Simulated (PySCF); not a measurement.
**EPR parameters of C7H7**

Compound: C7H7 (doublet state).
Structure used (GFN2-xTB), in Å, numbered top down from 1:
```xyz
14
C7H7 angstrom
C      0.4182    2.5116    0.3218
C      0.3072    1.3479    0.5770
C      0.1893   -0.0722    0.8496
C      1.5096   -0.6733    0.8735
C      2.5946   -1.1785    0.8552
C     -0.6938   -0.7746   -0.2525
C     -2.0799   -0.3072   -0.2235
H      0.5078    3.5353    0.1128
H     -0.2936   -0.2161    1.8245
H      3.5477   -1.6166    0.8622
H     -0.6384   -1.8481   -0.0537
H     -0.2259   -0.5622   -1.2168
H     -2.7852   -0.7424    0.4590
H     -2.3582    0.5960   -0.7313
```

The hyperfine couplings belong to this conformer and change with its torsions.

The species is `C#CC(C#C)C[CH2]` [radical].

Theory: PySCF 2.14.0, UKS B3LYP, pcH-1 on C H, non-relativistic, mean-field spin-orbit, GIAO. Geometry: GFN2-xTB, one conformer, isolated molecule. A GFN2-xTB geometry isn't a minimum of the functional, and hyperfine couplings can be far from their values at a DFT geometry. Stability of the SCF solution: not tested.

```
g1, g2, g3                      : 2.00215, 2.00274, 2.00284
g_iso                           : 2.00258
Form of g                       : close to axial: the two nearest values differ by 15 % of g3 − g1
⟨S²⟩                            : 0.7537 (exact 0.7500)
α and β electrons               : 25, 24
HOMO–LUMO gap, α and β orbitals : 6.42, 5.57 eV
Total energy                    : -270.76968 Eh
```

Hyperfine couplings atom by atom, in mT; T1 to T3 are the principal values of the dipolar part; ρ(0) is the spin density at the nucleus (MHz turned into mT with g_iso):

```json
{"atom": "C1", "isotope": "13C", "a_iso": "0.06", "T1": "-0.03", "T2": "0.01", "T3": "0.03", "Mulliken spin population": "0.01", "ρ(0) (bohr⁻³)": "0.0014"}
{"atom": "C2", "isotope": "13C", "a_iso": "-0.15", "T1": "-0.05", "T2": "-0.01", "T3": "0.05", "Mulliken spin population": "-0.01", "ρ(0) (bohr⁻³)": "-0.0038"}
{"atom": "C3", "isotope": "13C", "a_iso": "3.87", "T1": "-0.24", "T2": "-0.23", "T3": "0.47", "Mulliken spin population": "0.06", "ρ(0) (bohr⁻³)": "0.0966"}
{"atom": "C4", "isotope": "13C", "a_iso": "0.17", "T1": "-0.05", "T2": "-0.03", "T3": "0.08", "Mulliken spin population": "0.00", "ρ(0) (bohr⁻³)": "0.0043"}
{"atom": "C5", "isotope": "13C", "a_iso": "0.14", "T1": "-0.04", "T2": "-0.03", "T3": "0.07", "Mulliken spin population": "0.01", "ρ(0) (bohr⁻³)": "0.0035"}
{"atom": "C6", "isotope": "13C", "a_iso": "-1.10", "T1": "-0.06", "T2": "-0.05", "T3": "0.10", "Mulliken spin population": "-0.09", "ρ(0) (bohr⁻³)": "-0.0274"}
{"atom": "C7", "isotope": "13C", "a_iso": "3.54", "T1": "-2.88", "T2": "-2.85", "T3": "5.74", "Mulliken spin population": "1.07", "ρ(0) (bohr⁻³)": "0.0883"}
{"atom": "H8", "isotope": "1H", "a_iso": "-0.02", "T1": "-0.03", "T2": "-0.03", "T3": "0.06", "Mulliken spin population": "0.00", "ρ(0) (bohr⁻³)": "-0.0001"}
{"atom": "H9", "isotope": "1H", "a_iso": "-0.19", "T1": "-0.21", "T2": "-0.07", "T3": "0.28", "Mulliken spin population": "0.00", "ρ(0) (bohr⁻³)": "-0.0012"}
{"atom": "H10", "isotope": "1H", "a_iso": "-0.03", "T1": "-0.03", "T2": "-0.01", "T3": "0.05", "Mulliken spin population": "0.00", "ρ(0) (bohr⁻³)": "-0.0002"}
{"atom": "H11", "isotope": "1H", "a_iso": "1.25", "T1": "-0.18", "T2": "-0.16", "T3": "0.34", "Mulliken spin population": "0.01", "ρ(0) (bohr⁻³)": "0.0079"}
{"atom": "H12", "isotope": "1H", "a_iso": "1.26", "T1": "-0.18", "T2": "-0.16", "T3": "0.34", "Mulliken spin population": "0.01", "ρ(0) (bohr⁻³)": "0.0079"}
{"atom": "H13", "isotope": "1H", "a_iso": "-2.19", "T1": "-1.39", "T2": "-0.02", "T3": "1.40", "Mulliken spin population": "-0.04", "ρ(0) (bohr⁻³)": "-0.0138"}
{"atom": "H14", "isotope": "1H", "a_iso": "-2.20", "T1": "-1.38", "T2": "-0.02", "T3": "1.40", "Mulliken spin population": "-0.04", "ρ(0) (bohr⁻³)": "-0.0138"}
```

Largest spin populations (Mulliken): C7 (+1.07), C6 (-0.09) and C3 (+0.06). C7 is the only atom above +0.15. The positive populations add up to 1.19 and the negative ones to -0.19, together 2S = 1. The angles at C7 add up to 358.9°, so it is planar; its axial dipolar tensor and the negative couplings of its protons fit spin in a p orbital normal to that plane.

Axes: g3 points within 6° of the C7–H13 bond.

Under fast tumbling the dipolar parts average out, and these isotropic splittings remain: 2 × 1H (H13/H14, I = 1/2, 3 lines) with 2.19 mT, 2 × 1H (H11/H12, I = 1/2, 3 lines) with 1.25 mT and 1 × 1H (H9, I = 1/2, 2 lines) with 0.19 mT.

Nuclei that the bonding pattern makes equivalent are averaged, as if the motion that swaps them (rotation, inversion, ring flip) were fast.

The 13C coupling of C3 (108.6 MHz) shows only in satellite lines or after enrichment, since that isotope makes up about 1.07 % of natural carbon.

The spin density at the nucleus, in bohr⁻³, is negative for C6 (-0.0274), H13/H14 (-0.0138) and H9 (-0.0012), for instance. A restricted open-shell determinant has no negative spin density anywhere; here it arises because α and β orbitals differ (spin polarisation).
